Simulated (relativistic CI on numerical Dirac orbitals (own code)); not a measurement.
Radial Dirac CI calculation of Ir+.

Command:

```sh
python run_levels.py task.json out
```

Input:

```
atom Ir  Z=77  charge=1  electrons=76
nucleus A=193  rms_radius_fm=5.4032
hamiltonian dirac-coulomb  breit=on  qed=on  c_scale=1
orbitals kli  potential=per-configuration
slater_scale 1
correlation none
mixing on
grid step=0.0125 r_max=90.79
scf mixing=0.4 start=green max_iterations=150 tolerance=2e-08 node_fill=0.05
configurations
  [Xe] 4f14 5d7 6s
  [Xe] 4f14 5d8
  [Xe] 4f14 5d6 6s2
  [Xe] 4f14 5d7 6p
  [Xe] 4f14 5d7 6d
end
```

Output:

```
SCF 1: [Xe] 4f14 5d7 6s
 iter      energy (Ha)   residual   last orbital (Ha)
    1    -17816.088737   3.11e+00     -1.12610
    2    -17844.978598   6.56e-01     -0.67050
    3    -17846.173615   2.76e-01     -0.59286
    4    -17846.411315   1.22e-01     -0.60815
    5    -17846.425664   1.18e-02     -0.59322
    6    -17846.425525   2.66e-03     -0.59042
    7    -17846.425511   2.02e-03     -0.58995
    8    -17846.425121   9.41e-04     -0.58927
    9    -17846.425263   1.66e-04     -0.58948
   10    -17846.425241   1.30e-06     -0.58946
   11    -17846.425242   3.15e-07     -0.58946
   12    -17846.425242   7.68e-09     -0.58946
SCF 2: [Xe] 4f14 5d8
 iter      energy (Ha)   residual   last orbital (Ha)
    1    -17814.514416   3.15e+00     -2.11313
    2    -17845.000789   6.54e-01     -0.81399
    3    -17846.209655   2.76e-01     -0.62103
    4    -17846.445408   1.27e-01     -0.67351
    5    -17846.462972   9.60e-03     -0.64023
    6    -17846.464852   4.10e-03     -0.64753
    7    -17846.465010   3.56e-03     -0.64617
    8    -17846.464382   2.04e-03     -0.64410
    9    -17846.464635   3.86e-05     -0.64468
   10    -17846.464637   8.67e-06     -0.64470
   11    -17846.464638   5.40e-07     -0.64471
   12    -17846.464638   5.36e-09     -0.64471
SCF 3: [Xe] 4f14 5d6 6s2
 iter      energy (Ha)   residual   last orbital (Ha)
    1    -17817.502990   3.01e+00     -1.12610
    2    -17844.845303   6.61e-01     -0.68935
    3    -17846.073744   2.74e-01     -0.61524
    4    -17846.306894   1.34e-01     -0.63269
    5    -17846.317670   8.53e-03     -0.61800
    6    -17846.318076   3.05e-03     -0.61587
    7    -17846.317792   6.59e-04     -0.61520
    8    -17846.317621   5.64e-04     -0.61493
    9    -17846.317711   1.02e-04     -0.61507
   10    -17846.317697   3.57e-06     -0.61506
   11    -17846.317698   7.76e-07     -0.61506
   12    -17846.317698   6.76e-09     -0.61506
SCF 4: [Xe] 4f14 5d7 6p
 iter      energy (Ha)   residual   last orbital (Ha)
    1    -17816.151302   3.09e+00     -0.65057
    2    -17844.762406   6.56e-01     -0.40570
    3    -17845.964980   2.77e-01     -0.36719
    4    -17846.201710   1.37e-01     -0.37145
    5    -17846.215913   1.06e-02     -0.36323
    6    -17846.216062   2.35e-03     -0.36100
    7    -17846.215854   1.49e-04     -0.36056
    8    -17846.215772   3.83e-04     -0.36053
    9    -17846.215838   1.20e-04     -0.36056
   10    -17846.215823   4.67e-06     -0.36055
   11    -17846.215824   2.13e-06     -0.36055
   12    -17846.215823   1.01e-08     -0.36055
SCF 5: [Xe] 4f14 5d7 6d
 iter      energy (Ha)   residual   last orbital (Ha)
    1    -17816.446077   3.05e+00     -0.26339
    2    -17844.548285   6.57e-01     -0.20524
    3    -17845.797164   2.76e-01     -0.19417
    4    -17846.031472   1.31e-01     -0.19362
    5    -17846.042946   7.49e-03     -0.19190
    6    -17846.044611   6.24e-03     -0.19179
    7    -17846.044114   1.29e-03     -0.19169
    8    -17846.043890   5.10e-04     -0.19167
    9    -17846.043957   2.27e-05     -0.19167
   10    -17846.043955   2.94e-06     -0.19167
   11    -17846.043955   1.11e-06     -0.19167
   12    -17846.043955   8.98e-09     -0.19167
orbital energies (Ha): 4f5/2 -2.7828  4f7/2 -2.6688  5s -3.9747  5p1/2 -2.7589  5p3/2 -2.2677  5d3/2 -0.6853  5d5/2 -0.6397  6s -0.5895
configuration averages (Ha): Dirac-Coulomb, Breit, QED
  5d7 6s                      -17846.425242   19.768615   13.493663
  5d8                         -17846.464638   19.767803   13.492565
  5d6 6s2                     -17846.317698   19.769470   13.494879
  5d7 6p                      -17846.215823   19.768490   13.492770
  5d7 6d                      -17846.043955   19.768025   13.492697
levels: no., configuration, term, J, E (cm-1), weight
   1 5d7 6s                 5F   5                0.0  0.93
   2 5d8                    3F   4             4398.3  0.83
   3 5d7 6s                 5F   4             4765.1  0.85
   4 5d8                    3P   2             4981.0  0.31
   5 5d7 6s                 5F   3             7949.1  0.91
   6 5d7 6s                 5F   2             9608.1  0.76
   7 5d7 6s                 5F   1            10158.6  0.49
   8 5d8                    3F   3            10854.4  0.87
   9 5d7 6s                 5F   1            12179.1  0.38
  10 5d8                    3F   2            12361.7  0.41
  11 5d8                    3P   0            13034.7  0.52
  12 5d7 6s                 3F   4            15220.9  0.47
  13 5d7 6s                 5P   3            15561.0  0.89
  14 5d7 6s                 5P   2            17991.6  0.35
lowest total energy -17813.295041 Ha
end: converged
```

Against the reference input this run has: end of the grid at 90.79 bohr. The reference run ends at -17813.295041 Ha with Breit and QED terms. The change (end of the grid at 90.79 bohr) leaves the energy and the levels as they were.

With so few configurations and no correlation, terms lie too far apart (by 10 to 50 % or more near neutrality), their order can be wrong, and levels of other configurations are missing. Terms and fine structure of an open d or f shell near neutrality can be off by tens of per cent either way.
